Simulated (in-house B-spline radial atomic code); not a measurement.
## How G0W0 and RPA depend on the start: Tc²⁵⁺

Configuration [Ne] 3s2 3p6. Computed with an all-electron radial atomic-structure program (B-spline basis): all electrons, non-relativistic, point nucleus, each spin shell either full or empty, empty states to l = 9 with an (l + 1/2)⁻⁴ tail; G0W0 by contour deformation at full frequency.

Without relativity these are model numbers: it shifts the levels of so heavy an element strongly and can reorder them.

| start | mean-field 3p (eV) | G0W0 (eV) | QP weight | RPA correlation (Eh) |
| --- | --- | --- | --- | --- |
| Hartree-Fock | -1351.65 | ? | ? | ? |
| PBE | -1322.31 | -1352.19 | 0.975 | -1.5215 |
| BLYP | -1322.17 | -1352.17 | 0.975 | -1.5224 |
| LDA VWN5 | -1321.60 | -1352.29 | 0.974 | -1.5247 |
| BHandHLYP | -1337.67 | ? | ? | ? |

(1) What G0W0 level, weight and RPA correlation energy follow from the BHandHLYP start?

(2) What G0W0 level, weight and RPA correlation energy follow from the Hartree-Fock start?

(3) How much of the dependence on the start does G0W0 remove?

## Answers

(1) G0W0 level -1352.51 eV, weight 0.982, RPA correlation -1.432 hartree.

(2) G0W0 level -1352.72 eV, weight 0.986, RPA correlation -1.3628 hartree.

(3) The mean-field levels span 30.1 eV and the G0W0 levels 0.556 eV. Against 1354 ± 4 eV (NIST, semi-empirical) the G0W0 removal energies are off by -1.83 to -1.28 eV, with relativity, Breit and QED terms left out.
